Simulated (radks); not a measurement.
Problem. The gold anion Au-, [Hg], held by a Watson sphere: a shell of charge +0.6 at radius R that stands for the Madelung well of a crystal (potential energy -0.6/R inside, -0.6/r outside, in hartree with lengths in bohr). All-electron calculation, scalar-relativistic Kohn-Sham, LDA (Slater exchange, VWN5 correlation), spin-polarised, spherical densities, finite nucleus; Fermi nuclear charge, rms radius of each element as measured or else 0.836 A^(1/3) + 0.57 fm. Program: a radial shooting solver on a logarithmic mesh with Libxc functionals. Response by self-consistent Sternheimer equations with the Hartree and adiabatic LDA kernel, the relativistic mass of each level held fixed and spin-orbit coupling left out. The sphere does not respond.

| R (bohr) | e(5p) (eV) | e(5d) (eV) | e(6s) (eV) | <r> 6s (bohr) | sum of <r^2> (bohr^2) | X-ray form factor at sin(theta)/lambda = 0.3 1/angstrom | alpha (bohr^3) |
|---|---|---|---|---|---|---|---|
| 3.11 | -57.001 | -4.135 | -3.716 | 2.972 | 73.07 | 59.274 | 56.17 |
| 3.29 | -56.892 | -4.013 | -3.621 | 2.994 | 73.54 | 59.277 | 58.15 |
| 5.47 | -55.798 | -2.861 | -2.532 | 3.172 | 77.27 | 59.293 | 81.34 |
| 5.84 | -55.655 | -2.716 | -2.385 | 3.188 | 77.62 | 59.294 | 84.51 |
| 6.51 | -55.423 | -2.482 | -2.149 | 3.210 | 78.10 | 59.295 | 89.51 |
| 6.53 | -55.417 | -2.476 | -2.142 | 3.210 | 78.11 | 59.295 | 89.65 |

Estimate the row for R = 6 bohr.

Solution. e(5p) (eV) -55.597; e(5d) (eV) -2.657; e(6s) (eV) -2.325; <r> 6s (bohr) 3.194; sum of <r^2> (bohr^2) 77.75; X-ray form factor at sin(theta)/lambda = 0.3 1/angstrom 59.294; alpha (bohr^3) 85.79.
